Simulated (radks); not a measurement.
Results of a calculation; reference values are marked as such.
Initial-state core-level shifts of the ytterbium ion Yb3+ when its valence configuration changes from [Xe] 4f13. Level of theory: scalar-relativistic Kohn-Sham, r2SCAN, spin-unpolarised, spherical densities, finite nucleus; meta-GGA in the generalised Kohn-Sham scheme; Fermi nuclear charge, rms radius 5.3108 fm (a radial shooting solver on a logarithmic mesh with Libxc functionals). Shifts are changes of the shell-averaged eigenvalues in eV (positive: less bound); the change of the density at the nucleus, which sets a Mossbauer isomer shift, is in e/bohr^3, on a base of 1.085e+06.

valence                3s       3p       4s       4d  density at nucleus
4f12 6s1          -13.306  -13.295  -12.779  -12.262              +145.8
4f12.5 6p0.5       -7.147   -7.142   -6.921   -6.679               +28.2
4f12 5d1           -9.825   -9.813   -9.305   -8.763               +46.5
4f12 5d0.5 6s0.5  -11.566  -11.555  -11.042  -10.512               +95.8
4f11 6s2          -28.017  -27.991  -26.661  -25.504              +322.5
4f12 6p1          -14.630  -14.620  -14.107  -13.591               +58.6
4f11 6s1 6p1      -29.335  -29.310  -27.979  -26.818              +221.7
4f11 5d2          -20.621  -20.596  -19.322  -18.129               +98.7
4f12.5 6s0.5       -6.479   -6.474   -6.249   -6.006               +69.9
